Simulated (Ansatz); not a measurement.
System: CHO2, charge 0, multiplicity 2. It need not be the lowest isomer of its formula. SMILES: [O][C]O
Coordinates optimised at B3LYP-D3(BJ)/def2-TZVP (Ansatz, a quantum-chemistry and plane-wave program):
```xyz
4

C     -0.3844    -0.1290    -0.0556
O     -0.3996    -0.1022     1.1203
O      0.6420     0.1898    -0.8566
H      0.3676     0.0738    -1.7766
```
Charge 0, spin multiplicity 2.

Atomisation energy built up term by term with Ansatz (kcal/mol; UHF references for open shells; valence terms freeze the core; atomic spin-orbit terms are left out). CBS marks a two-point X^-3 extrapolation of the correlation energy; Hartree-Fock from the larger set.

| term | basis | kcal/mol |
|---|---|---|
| Hartree-Fock | cc-pVQZ | … |
| CCSD correlation | CBS(cc-pVTZ,cc-pVQZ) | … |
| (T) | CBS(cc-pVTZ,cc-pVQZ) | 12.94 |
| CCSDT - CCSD(T) | cc-pVDZ | 0.12 |
| core correlation | cc-pwCVTZ | 1.57 |
| scalar relativity (X2C) | cc-pVTZ-DK against cc-pVTZ | -0.53 |
| sum: De |  | … |

Question: Some entries are withheld; supply them.

Answer: 
- Hartree-Fock, kcal/mol: 246.73
- CCSD correlation, kcal/mol: 135.27
- sum: De, kcal/mol: 396.1
